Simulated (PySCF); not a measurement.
Record of a relaxation.

Compound: C5H14PSi (charge +1).
SMILES with atom numbers: `[CH2:1]=[CH:2][CH2:3][P@@H+:4]([CH3:5])[CH2:6][SiH3:7]` (hydrogens: H8, H9 on C1; H10 on C2; H11, H12 on C3; H13 on P4; H14, H15, H16 on C5; H17, H18 on C6; H19, H20, H21 on Si7)
Bond orders are those of one Lewis drawing.

Computed by this run: PySCF, PBE0-D3(BJ)/def2-SVP geometry optimisation, gas phase; density fitting, grid level 1; the optimiser is geomeTRIC in internal coordinates, started from a GFN2-xTB structure with every atom displaced at random (about 0.01 Å). 9 of its 10 geometries are shown. The frame can shift and turn from step to step; on so coarse a grid that alone can change the energy by a few meV, and forces under 0.02 eV/Å are noise.

Step 0: E = -22550.7941 eV, largest atomic force 1.706 eV/Å
```
atom  x, y, z in Å  |  force x, y, z in eV/Å
C1      3.328   -0.242    0.024   -0.925   0.491   1.231
C2      2.169   -0.313    0.687    0.096  -0.229  -0.105
C3      0.875   -0.837    0.091    1.103   0.226   0.922
P4     -0.302    0.503    0.028   -1.419  -0.051  -0.944
C5      0.289    1.843   -1.004    0.438   0.179   0.996
C6     -1.956   -0.062   -0.497    0.686  -0.102   0.847
Si7    -2.887   -1.152    0.824   -0.022   0.939  -1.008
H8      4.222    0.155    0.477    0.411   0.084   0.341
H9      3.388   -0.515   -0.992    0.162  -0.526  -1.575
H10     2.117   -0.016    1.739    0.051   0.032   0.091
H11     0.478   -1.648    0.722   -0.203  -0.071  -0.085
H12     1.058   -1.208   -0.910   -0.141  -0.264  -0.614
H13    -0.462    1.020    1.303    0.103   0.183   0.653
H14     0.309    1.531   -2.029    0.116  -0.327  -0.987
H15    -0.370    2.705   -0.908   -0.298   0.249   0.071
H16     1.296    2.134   -0.661   -0.058  -0.057  -0.148
H17    -1.811   -0.612   -1.426   -0.017  -0.279  -0.410
H18    -2.554    0.825   -0.728   -0.188   0.259  -0.007
H19    -4.206   -1.409    0.239   -0.380  -0.125  -0.064
H20    -2.117   -2.350    1.018    0.546  -0.883   0.204
H21    -2.938   -0.330    2.025   -0.060   0.273   0.593
```

Step 1: E = -22550.9754 eV, largest atomic force 0.548 eV/Å
```
atom  x, y, z in Å  |  force x, y, z in eV/Å
C1      3.279    0.019    0.036    0.368  -0.155  -0.376
C2      2.202   -0.246    0.768   -0.261   0.132   0.167
C3      0.929   -0.793    0.202   -0.105  -0.083  -0.226
P4     -0.339    0.501    0.034    0.017   0.014   0.222
C5      0.257    1.826   -1.021   -0.134  -0.041  -0.279
C6     -1.913   -0.162   -0.518   -0.011   0.093  -0.075
Si7    -2.846   -1.285    0.734    0.077  -0.059   0.112
H8      4.185    0.423    0.495   -0.022   0.003  -0.031
H9      3.325   -0.216   -1.041   -0.022   0.126   0.274
H10     2.207   -0.027    1.843   -0.006  -0.037   0.000
H11     0.488   -1.590    0.824    0.029  -0.022   0.004
H12     1.074   -1.200   -0.817    0.001  -0.017   0.121
H13    -0.520    1.050    1.329   -0.017  -0.031  -0.139
H14     0.282    1.480   -2.071    0.011   0.040   0.191
H15    -0.424    2.687   -0.944    0.021  -0.001  -0.011
H16     1.267    2.123   -0.710    0.058   0.012   0.056
H17    -1.738   -0.705   -1.465   -0.007   0.043   0.067
H18    -2.561    0.704   -0.754    0.038  -0.079   0.018
H19    -4.181   -1.584    0.161    0.001   0.007  -0.039
H20    -2.041   -2.525    0.948   -0.031   0.077  -0.029
H21    -2.942   -0.512    2.006   -0.004  -0.022  -0.027
```

Step 2: E = -22550.9844 eV, largest atomic force 0.185 eV/Å
```
atom  x, y, z in Å  |  force x, y, z in eV/Å
C1      3.305   -0.009    0.062   -0.112  -0.090  -0.116
C2      2.193   -0.252    0.759    0.050   0.096   0.145
C3      0.915   -0.787    0.185    0.038   0.040  -0.145
P4     -0.346    0.515    0.026    0.036  -0.021   0.040
C5      0.239    1.836   -1.041   -0.009  -0.008  -0.050
C6     -1.920   -0.148   -0.512   -0.019   0.041  -0.010
Si7    -2.825   -1.286    0.745    0.003  -0.022   0.021
H8      4.208    0.372    0.546   -0.029   0.005   0.031
H9      3.369   -0.207   -1.015    0.001  -0.004   0.025
H10     2.183   -0.050    1.836    0.003  -0.017   0.018
H11     0.473   -1.582    0.809    0.027  -0.005   0.009
H12     1.059   -1.201   -0.828   -0.008  -0.007   0.008
H13    -0.526    1.068    1.314    0.007   0.011  -0.009
H14     0.265    1.481   -2.082    0.018  -0.009   0.022
H15    -0.441    2.698   -0.970    0.005  -0.002   0.002
H16     1.251    2.136   -0.729    0.000   0.008   0.014
H17    -1.749   -0.688   -1.460   -0.007  -0.003   0.001
H18    -2.577    0.709   -0.740   -0.005  -0.010   0.010
H19    -4.159   -1.597    0.172    0.004  -0.003  -0.009
H20    -2.001   -2.512    0.939    0.000   0.006  -0.004
H21    -2.923   -0.526    2.023   -0.003  -0.004  -0.003
```

Step 3: E = -22550.9828 eV, largest atomic force 0.385 eV/Å
```
atom  x, y, z in Å  |  force x, y, z in eV/Å
C1      3.283   -0.045    0.053   -0.048   0.123   0.361
C2      2.182   -0.240    0.785    0.124  -0.081  -0.319
C3      0.910   -0.770    0.193   -0.093   0.049   0.169
P4     -0.348    0.533    0.029   -0.007  -0.058  -0.077
C5      0.240    1.847   -1.046    0.060   0.018   0.103
C6     -1.917   -0.137   -0.510   -0.017   0.011   0.038
Si7    -2.805   -1.296    0.742   -0.032   0.011  -0.044
H8      4.199    0.326    0.519    0.049   0.005  -0.021
H9      3.319   -0.251   -1.018   -0.007  -0.060  -0.103
H10     2.184   -0.036    1.862    0.007   0.004  -0.038
H11     0.467   -1.563    0.818   -0.029  -0.008  -0.008
H12     1.062   -1.192   -0.814    0.014   0.014  -0.032
H13    -0.535    1.091    1.309    0.018   0.035   0.065
H14     0.280    1.480   -2.080    0.020  -0.036  -0.085
H15    -0.442    2.708   -0.992   -0.008  -0.003   0.001
H16     1.248    2.152   -0.723   -0.035   0.004  -0.015
H17    -1.742   -0.672   -1.458   -0.005  -0.025  -0.037
H18    -2.584    0.711   -0.735   -0.029   0.031   0.006
H19    -4.130   -1.621    0.158    0.004  -0.008   0.010
H20    -1.961   -2.507    0.922    0.017  -0.037   0.012
H21    -2.917   -0.549    2.025   -0.003   0.007   0.013
```

Step 4: E = -22550.9879 eV, largest atomic force 0.045 eV/Å
```
atom  x, y, z in Å  |  force x, y, z in eV/Å
C1      3.296   -0.033    0.062   -0.005   0.006   0.044
C2      2.185   -0.243    0.770    0.003  -0.010  -0.019
C3      0.909   -0.773    0.186   -0.007   0.006   0.027
P4     -0.349    0.530    0.026   -0.010  -0.021  -0.018
C5      0.242    1.842   -1.049    0.009   0.001   0.015
C6     -1.925   -0.135   -0.507    0.001   0.015   0.017
Si7    -2.813   -1.296    0.744   -0.001   0.000  -0.011
H8      4.203    0.343    0.542    0.007  -0.005  -0.004
H9      3.354   -0.249   -1.009   -0.002  -0.004  -0.027
H10     2.178   -0.038    1.846   -0.006   0.014  -0.002
H11     0.466   -1.566    0.812    0.001  -0.008  -0.005
H12     1.056   -1.193   -0.824    0.003   0.007  -0.012
H13    -0.526    1.089    1.311    0.010   0.012   0.008
H14     0.280    1.475   -2.085    0.013  -0.010  -0.015
H15    -0.438    2.704   -0.992   -0.004  -0.001  -0.008
H16     1.251    2.145   -0.729   -0.008   0.004   0.003
H17    -1.756   -0.669   -1.458   -0.004  -0.001  -0.010
H18    -2.590    0.717   -0.726   -0.004   0.007   0.012
H19    -4.142   -1.616    0.168    0.002  -0.003  -0.001
H20    -1.973   -2.513    0.919    0.004  -0.007   0.003
H21    -2.917   -0.552    2.031   -0.002   0.001   0.002
```

Step 6: E = -22550.9899 eV, largest atomic force 0.050 eV/Å
```
atom  x, y, z in Å  |  force x, y, z in eV/Å
C1      3.297   -0.059    0.076    0.007  -0.013  -0.047
C2      2.174   -0.237    0.771   -0.024  -0.001   0.038
C3      0.896   -0.764    0.189    0.015  -0.026  -0.008
P4     -0.353    0.546    0.024    0.000   0.020   0.011
C5      0.253    1.837   -1.069   -0.005  -0.011  -0.015
C6     -1.940   -0.105   -0.490    0.004  -0.025  -0.008
Si7    -2.800   -1.308    0.741    0.006  -0.005   0.003
H8      4.203    0.312    0.561    0.000   0.001  -0.009
H9      3.365   -0.298   -0.992    0.001   0.007   0.033
H10     2.157   -0.006    1.843    0.004   0.005   0.003
H11     0.451   -1.554    0.819    0.004   0.001  -0.007
H12     1.041   -1.188   -0.819   -0.002   0.005   0.003
H13    -0.513    1.122    1.304   -0.001  -0.001  -0.016
H14     0.314    1.444   -2.096    0.000   0.009   0.018
H15    -0.429    2.699   -1.047   -0.006  -0.006  -0.009
H16     1.253    2.149   -0.736    0.005   0.005   0.004
H17    -1.791   -0.618   -1.457   -0.006   0.023   0.000
H18    -2.611    0.752   -0.674    0.005  -0.002   0.010
H19    -4.132   -1.627    0.171   -0.002   0.002   0.000
H20    -1.946   -2.523    0.868   -0.004   0.010   0.000
H21    -2.895   -0.607    2.052    0.000   0.001  -0.003
```

Step 7: E = -22550.9906 eV, largest atomic force 0.060 eV/Å
```
atom  x, y, z in Å  |  force x, y, z in eV/Å
C1      3.295   -0.077    0.082    0.004  -0.013  -0.059
C2      2.168   -0.233    0.778    0.000   0.009   0.022
C3      0.889   -0.758    0.196    0.012  -0.022   0.002
P4     -0.354    0.556    0.024    0.008   0.019   0.013
C5      0.258    1.833   -1.081    0.002  -0.007  -0.009
C6     -1.947   -0.087   -0.480    0.004  -0.035  -0.013
Si7    -2.791   -1.316    0.737    0.003  -0.003   0.002
H8      4.207    0.295    0.555   -0.015   0.000   0.018
H9      3.359   -0.337   -0.980    0.003   0.006   0.016
H10     2.148    0.017    1.845    0.002   0.000   0.001
H11     0.443   -1.546    0.827   -0.003   0.003  -0.002
H12     1.036   -1.185   -0.811   -0.001   0.002   0.005
H13    -0.507    1.143    1.300   -0.005  -0.002  -0.010
H14     0.337    1.424   -2.099   -0.003   0.007   0.012
H15    -0.430    2.691   -1.083   -0.006  -0.005  -0.004
H16     1.252    2.157   -0.739    0.002   0.004   0.000
H17    -1.812   -0.583   -1.458   -0.004   0.022  -0.002
H18    -2.620    0.773   -0.640    0.002   0.000   0.006
H19    -4.127   -1.629    0.171   -0.003   0.004   0.002
H20    -1.932   -2.529    0.833   -0.003   0.007   0.001
H21    -2.879   -0.641    2.062    0.001   0.003  -0.002
```

Step 8: E = -22550.9911 eV, largest atomic force 0.027 eV/Å
```
atom  x, y, z in Å  |  force x, y, z in eV/Å
C1      3.295   -0.083    0.083    0.004  -0.004  -0.013
C2      2.167   -0.232    0.779   -0.006   0.003   0.005
C3      0.888   -0.758    0.199    0.003  -0.006  -0.005
P4     -0.353    0.558    0.024    0.007   0.008   0.008
C5      0.258    1.831   -1.086    0.003  -0.003  -0.003
C6     -1.949   -0.082   -0.477    0.003  -0.025  -0.011
Si7    -2.789   -1.318    0.736    0.001  -0.001   0.000
H8      4.205    0.288    0.560   -0.002   0.004  -0.002
H9      3.363   -0.347   -0.978    0.001   0.001   0.010
H10     2.147    0.025    1.844    0.003  -0.005   0.001
H11     0.440   -1.545    0.830   -0.001   0.004   0.002
H12     1.034   -1.186   -0.808   -0.002  -0.001   0.004
H13    -0.504    1.150    1.298   -0.004  -0.001  -0.004
H14     0.344    1.416   -2.101   -0.002   0.003   0.005
H15    -0.434    2.685   -1.097   -0.004  -0.003  -0.001
H16     1.249    2.162   -0.741    0.000   0.003   0.000
H17    -1.820   -0.568   -1.460   -0.001   0.014  -0.002
H18    -2.622    0.780   -0.625   -0.001   0.000   0.004
H19    -4.128   -1.626    0.174   -0.002   0.003   0.003
H20    -1.931   -2.532    0.820   -0.002   0.003   0.001
H21    -2.869   -0.651    2.065    0.001   0.002  -0.001
```

Step 9: E = -22550.9914 eV, largest atomic force under 0.02 eV/Å
```
atom  x, y, z in Å  |  force x, y, z in eV/Å
C1      3.295   -0.084    0.082   -0.002   0.005   0.011
C2      2.168   -0.232    0.779    0.001   0.001  -0.007
C3      0.889   -0.759    0.201   -0.003   0.004  -0.004
P4     -0.352    0.557    0.024    0.004  -0.002   0.001
C5      0.258    1.830   -1.087    0.003   0.001   0.001
C6     -1.949   -0.082   -0.477    0.002  -0.006  -0.006
Si7    -2.788   -1.318    0.735    0.000   0.000  -0.001
H8      4.205    0.290    0.558    0.003   0.000  -0.004
H9      3.363   -0.352   -0.978   -0.001  -0.001  -0.003
H10     2.149    0.028    1.844    0.001  -0.004   0.000
H11     0.440   -1.544    0.834   -0.001   0.002   0.004
H12     1.035   -1.189   -0.805   -0.002  -0.004   0.001
H13    -0.505    1.150    1.297   -0.002   0.000   0.002
H14     0.348    1.413   -2.101    0.001  -0.002  -0.002
H15    -0.440    2.680   -1.102   -0.001   0.000   0.001
H16     1.246    2.167   -0.742   -0.002   0.001   0.000
H17    -1.823   -0.561   -1.463    0.002   0.003  -0.002
H18    -2.621    0.782   -0.618   -0.003   0.000   0.002
H19    -4.130   -1.619    0.179   -0.001   0.002   0.002
H20    -1.934   -2.535    0.815    0.000  -0.001   0.001
H21    -2.860   -0.652    2.065    0.001   0.001   0.001
```

Problem. Summarise the path.

Solution. The energy falls by 0.1973 eV from step 0 to step 9; nine tenths of that is first reached at step 1. It rises by more than 0.2 meV at step 3. The largest force goes from 1.706 to under 0.02 eV/Å. Among the bonds Si7–H20 changes most, from 1.438 to 1.489 Å; the atoms move by 0.130 Å rms after alignment.

Problem. Follow the three bonds and two angles with the largest change from start to end.

Solution. 
| step | E above end (eV) | largest force (eV/Å) | Si7–H20 (Å) | C1–H9 (Å) | P4–C6 (Å) | P4–C3–H12 (°) | C2–C3–P4 (°) |
| --- | --- | --- | --- | --- | --- | --- | --- |
| 0 | 0.1973 | 1.706 | 1.438 | 1.053 | 1.826 | 109.6 | 108.4 |
| 1 | 0.0160 | 0.548 | 1.494 | 1.104 | 1.795 | 105.5 | 111.6 |
| 2 | 0.0069 | 0.185 | 1.490 | 1.096 | 1.791 | 106.2 | 111.6 |
| 3 | 0.0086 | 0.385 | 1.487 | 1.091 | 1.790 | 106.7 | 111.6 |
| 4 | 0.0035 | 0.045 | 1.489 | 1.094 | 1.792 | 106.5 | 111.7 |
| 5 | 0.0028 | under 0.02 | 1.489 | 1.095 | 1.792 | 106.5 | 111.6 |
| 6 | 0.0014 | 0.050 | 1.490 | 1.096 | 1.791 | 106.5 | 111.6 |
| 7 | 0.0007 | 0.060 | 1.490 | 1.096 | 1.791 | 106.5 | 111.5 |
| 8 | 0.0003 | 0.027 | 1.489 | 1.095 | 1.791 | 106.5 | 111.5 |
| 9 | 0.0000 | under 0.02 | 1.489 | 1.095 | 1.791 | 106.5 | 111.4 |

What follows is the cost of the whole optimisation. The run took 4.0 min wall on Arm Neoverse N1, one thread, no GPU, shared host with 64 logical CPUs at a one-minute load of 53, and the process peaked at 0.82 GiB of memory.
